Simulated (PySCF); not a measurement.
**What settings do to a single point of [WO2(H2O)5]2+**

The sound run of [WO2(H2O)5]2+ (singlet; a saddle point, relaxed within its symmetry) uses PySCF 2.14.0, RKS PBE, W def2-SVP with ECP60, O def2-SVP, H def2-SVP; non-relativistic Hamiltonian with scalar-relativistic core potentials where named; density fitting; no spin-orbit coupling, grid (50, 194), threshold 1e-8 Eh and 55 cycles, at the relaxed geometry:

```xyz
18

W     0.0000    0.0000    0.0000
O     0.0000    0.0000    1.7936
O     0.0000    0.0000   -1.7936
O     2.1717   -0.0580    0.0000
H     2.6582    0.2519    0.7994
H     2.6582    0.2519   -0.7994
O     0.7262    2.0475    0.0000
H     0.5818    2.6059    0.7994
H     0.5818    2.6059   -0.7994
O    -1.7228    1.3234    0.0000
H    -2.2986    1.3586    0.7994
H    -2.2986    1.3586   -0.7994
O    -1.7910   -1.2295    0.0000
H    -2.0024   -1.7662    0.7994
H    -2.0024   -1.7662   -0.7994
O     0.6159   -2.0833    0.0000
H     1.0610   -2.4502    0.7994
H     1.0610   -2.4502   -0.7994
```

There W1 has a Mulliken charge of 0.78 e and the dipole about the centre of mass is 0.00 D. Each run below changes one thing and starts from free metal ions and neutral atoms unless it says otherwise; with 55 cycles, smearing, a level shift and second-order steps follow where DIIS fails, and their cycles count. Energy shifts count from the sound run.

```json
{"change": "H5 put 1.1 Å from W1, limit 57 cycles", "outcome": "converged", "cycles": "15", "energy shift (eV)": "12.41", "largest force component (eV/Å)": "36.98", "charge on W1 (e)": "0.84", "dipole about the centre of mass (D)": "3.34"}
{"change": "cycle limit 8", "outcome": "not converged", "cycles": "8", "energy shift (eV)": "–", "largest force component (eV/Å)": "–", "charge on W1 (e)": "–", "dipole about the centre of mass (D)": "–"}
{"change": "grid (30, 86)", "outcome": "converged", "cycles": "12", "energy shift (eV)": "-0.0835", "largest force component (eV/Å)": "0.22", "charge on W1 (e)": "0.78", "dipole about the centre of mass (D)": "0.03"}
{"change": "start from a density of up to 30 smeared cycles (not counted)", "outcome": "converged", "cycles": "10", "energy shift (eV)": "0.0000", "largest force component (eV/Å)": "0.01", "charge on W1 (e)": "0.78", "dipole about the centre of mass (D)": "0.00"}
```

**Question.** How does the run with this change end: all coordinates × 0.94?

**Answer.** outcome converged, cycles 12, energy shift (eV) 2.37, largest force component (eV/Å) 7.32, charge on W1 (e) 0.73, dipole about the centre of mass (D) 0.00.

Unsound on purpose, so not properties of the compound: H5 put 1.1 Å from W1, limit 57 cycles.

Forces carry noise of the integration grid, about 0.01 to 0.03 eV/Å.
